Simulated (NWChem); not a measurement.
**Lowest excitation of H₆Ga₂**

```
Ga
H 1 1.5645
H 1 1.5646 2 131.04
H 1 1.7661 2 107.86 3 -135.07
Ga 4 1.7661 1 95.53 2 -107.65
H 5 1.5645 4 107.86 1 107.65
H 5 1.5646 6 131.04 4 -135.07
H 1 1.7661 2 107.86 4 -89.85
```
Charge 0, spin multiplicity 1.

The numbers come from NWChem runs, not from measurements. Structure: optimised with PBE/def2-SVP, a minimum by its harmonic frequencies.

Basis set: def2-SVP.

```csv
method,lowest vertical singlet excitation energy (eV),relative cost,difference from EOM-CCSD
CIS,7.84,1,+0.97
TD-PBE,5.56,under 3,-1.32
TDA-BHandHLYP,6.80,under 3,-0.07
TD-B3LYP,6.09,4,-0.78
EOM-CCSD,6.87,9,0.00
```

The values span 2.29 eV, from TD-PBE (lowest) to CIS (highest). The cost column gives rough processor time relative to CIS; each entry includes its own SCF.

The Hamiltonian is non-relativistic. The correlated methods keep 18 core orbitals frozen. B3LYP has NWChem's definition, with VWN1-RPA local correlation. The structure started from a generated list of species. Differences from the coupled-cluster row are differences between methods, not errors against experiment.
